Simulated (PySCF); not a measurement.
CF3O3S (SMILES O=S(=O)([O-])C(F)(F)F), charge -1, singlet, at a GFN2-xTB geometry. Base run: M062X/6-31G (PySCF).

The PySCF input:
```python
from pyscf import gto, scf, dft

mol = gto.M(
    atom='''
O     1.437599   -0.318940    1.171135
S     0.923575   -0.035914   -0.150496
O     1.201674    1.288408   -0.660270
O     1.035101   -1.112348   -1.109604
C    -0.928928    0.036122    0.151369
F    -1.262751    0.991986    1.033294
F    -1.409248   -1.119420    0.638116
F    -1.616738    0.294203   -0.972561
''',
    basis='6-31g',
    charge=-1,
    spin=0,
    verbose=3,
)

mf = dft.RKS(mol)
mf.xc = 'm062x'
mf.kernel()
mf.analyze()
```

Variants of this job, named by their change:

```json
[
 {"change": "base", "E (Eh)": "-960.83143", "HOMO (eV)": "-4.98", "HOMO-LUMO gap (eV)": "11.97", "core-seconds (rough)": "8", "outcome": "converged"},
 {"change": "functional = m06", "E (Eh)": "-960.84458", "HOMO (eV)": "-3.31", "HOMO-LUMO gap (eV)": "9.20", "core-seconds (rough)": "10", "outcome": "converged"},
 {"change": "functional = r2scan", "E (Eh)": "-960.79869", "HOMO (eV)": "-1.79", "HOMO-LUMO gap (eV)": "7.17", "core-seconds (rough)": "10", "outcome": "converged"},
 {"change": "functional = hf", "E (Eh)": "-957.76052", "HOMO (eV)": "-8.07", "HOMO-LUMO gap (eV)": "18.04", "core-seconds (rough)": "1", "outcome": "converged"},
 {"change": "functional = blyp", "E (Eh)": "-961.00273", "HOMO (eV)": "-1.02", "HOMO-LUMO gap (eV)": "6.50", "core-seconds (rough)": "6", "outcome": "converged"},
 {"change": "functional = b3lyp", "E (Eh)": "[?]", "HOMO (eV)": "[?]", "HOMO-LUMO gap (eV)": "[?]", "core-seconds (rough)": "6", "outcome": "converged"},
 {"change": "functional = b97m_v", "E (Eh)": "-", "HOMO (eV)": "-", "HOMO-LUMO gap (eV)": "-", "core-seconds (rough)": "-", "outcome": "cut at the time limit"},
 {"change": "functional = lc_wpbe", "E (Eh)": "-960.59933", "HOMO (eV)": "-5.97", "HOMO-LUMO gap (eV)": "14.42", "core-seconds (rough)": "20", "outcome": "converged"},
 {"change": "functional = scan", "E (Eh)": "-960.93624", "HOMO (eV)": "-1.81", "HOMO-LUMO gap (eV)": "7.11", "core-seconds (rough)": "8", "outcome": "converged"},
 {"change": "functional = blyp; dispersion = d3bjm", "E (Eh)": "-961.02354", "HOMO (eV)": "-1.02", "HOMO-LUMO gap (eV)": "6.50", "core-seconds (rough)": "6", "outcome": "converged"},
 {"change": "functional = pbe0", "E (Eh)": "[?]", "HOMO (eV)": "[?]", "HOMO-LUMO gap (eV)": "[?]", "core-seconds (rough)": "6", "outcome": "converged"},
 {"change": "functional = camb3lyp", "E (Eh)": "[?]", "HOMO (eV)": "[?]", "HOMO-LUMO gap (eV)": "[?]", "core-seconds (rough)": "10", "outcome": "converged"},
 {"change": "functional = pw6b95", "E (Eh)": "-961.98019", "HOMO (eV)": "-3.31", "HOMO-LUMO gap (eV)": "9.41", "core-seconds (rough)": "7", "outcome": "converged"}
]
```

Complete the blanks.


- functional = b3lyp, E (Eh): -961.06110
- functional = b3lyp, HOMO (eV): -2.77
- functional = b3lyp, HOMO-LUMO gap (eV): 8.69
- functional = pbe0, E (Eh): -960.36135
- functional = pbe0, HOMO (eV): -3.17
- functional = pbe0, HOMO-LUMO gap (eV): 9.31
- functional = camb3lyp, E (Eh): -960.90208
- functional = camb3lyp, HOMO (eV): -4.56
- functional = camb3lyp, HOMO-LUMO gap (eV): 11.86

Totals shift with the method and basis; they matter in differences.
